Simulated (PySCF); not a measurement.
Electric properties by functional and basis

Species: CH7F2PSi2.
InChI=1S/CH7F2PSi2/c2-1(3)6-4-5/h1,4H,6H2,5H3

PySCF, dipoles from the SCF density, polarisabilities from static response with core orbitals frozen. Geometry: PBE0-D3(BJ)/def2-SVP, one conformer, isolated molecule.

The anisotropy is √(½[(α1 − α2)² + (α2 − α3)² + (α3 − α1)²]).

```json
{"level": "LDA/def2-SVPD", "μ (D)": "1.447", "α (au)": "105.16", "anisotropy (au)": "30.73"}
{"level": "PBE/def2-SVPD", "μ (D)": "1.393", "α (au)": "103.05", "anisotropy (au)": "29.84"}
{"level": "B3LYP/def2-SVPD", "μ (D)": "1.566", "α (au)": "99.56", "anisotropy (au)": "27.68"}
{"level": "PBE0/def2-SVPD", "μ (D)": "1.519", "α (au)": "99.02", "anisotropy (au)": "27.58"}
{"level": "BHandHLYP/def2-SVPD", "μ (D)": "1.694", "α (au)": "95.71", "anisotropy (au)": "25.57"}
{"level": "CAM-B3LYP/def2-SVPD", "μ (D)": "1.617", "α (au)": "98.00", "anisotropy (au)": "26.49"}
{"level": "wB97X-D/def2-SVPD", "μ (D)": "1.494", "α (au)": "97.98", "anisotropy (au)": "26.69"}
{"level": "LC-wPBE/def2-SVPD", "μ (D)": "1.541", "α (au)": "96.10", "anisotropy (au)": "25.57"}
{"level": "HF/def2-SVPD", "μ (D)": "1.742", "α (au)": "91.53", "anisotropy (au)": "22.77"}
{"level": "PBE0/6-31G*", "μ (D)": "1.052", "α (au)": "82.74", "anisotropy (au)": "25.28"}
{"level": "PBE0/def2-SVP", "μ (D)": "1.290", "α (au)": "85.60", "anisotropy (au)": "25.87"}
{"level": "PBE0/6-31+G*", "μ (D)": "1.508", "α (au)": "91.47", "anisotropy (au)": "25.62"}
{"level": "PBE0/aug-cc-pVDZ", "μ (D)": "1.435", "α (au)": "100.99", "anisotropy (au)": "27.37"}
{"level": "PBE0/def2-TZVP", "μ (D)": "1.420", "α (au)": "95.24", "anisotropy (au)": "27.37"}
```

The dipole runs from 1.05 D (PBE0/6-31G*) to 1.74 D (HF/def2-SVPD). No reference polarisability is at hand; against PBE0 in the largest diffuse basis at hand (aug-cc-pVDZ) the other PBE0 rows deviate by 6-31G* -18%, def2-SVP -15%, 6-31+G* -9%, def2-SVPD -2%, def2-TZVP -6%. In one basis (def2-SVPD) the functionals order the polarisability from HF (lowest) to LDA (highest), a spread of 15%. With PBE0 the polarisability is 87.86 au without diffuse functions (mean of 6-31G*, def2-SVP and def2-TZVP) and 97.16 au with them (mean of 6-31+G*, def2-SVPD and aug-cc-pVDZ).

Without π bonds the low states are Rydberg-like; a valence basis with one diffuse set may place them up to an eV too high.
